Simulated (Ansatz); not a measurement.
Calculated with Ansatz (gas phase, PBE0-D4/def2-TZVP geometries, no zero-point term in ΔE). CBS: MP2 limit from def2 TZ/QZ plus the TZ coupled-cluster correction, frozen cores. DFT in def2-TZVPP. For Se outer-core shells are correlated without core-valence functions, which leaves a few kJ/mol of doubt a bond. Scalar relativity is left out up to krypton. One conformer a species, not always the lowest.

Reaction (substitution at a C–N bond): `C=CN[SiH2]S` + `N=C[SeH]` → `C=C/N=C\[SeH]` + `N[SiH2]S`

| species | PBE-D4 energy (Eh) |
| --- | --- |
| `C=CN[SiH2]S` | -822.47918 |
| `N=C[SeH]` | -2495.75571 |
| `C=C/N=C\[SeH]` | -2573.08156 |
| `N[SiH2]S` | -745.15640 |

Question: Work out ΔE.

Answer: ΔE = (-2573.08156) + (-745.15640) − (-822.47918) − (-2495.75571) = -0.00307 Eh = -1.9 kcal/mol. CCSD(T)/CBS gives -2.3 kcal/mol.

Largest T1 diagnostic among the species: 0.013.

The D4 term adds −0.8 kcal/mol with B3LYP and −0.4 kcal/mol with PBE0; it sums over pairs of atoms, weighted by their polarisabilities, and B3LYP, whose exchange is more repulsive, gets the larger term. In def2-TZVPP, CCSD(T) changes the Hartree–Fock value by −2.5 kcal/mol (the triples alone add −0.7 kcal/mol) and MP2 by −3.6 kcal/mol.

B3LYP here is the variant with VWN-RPA as its local correlation; programs differ in this.
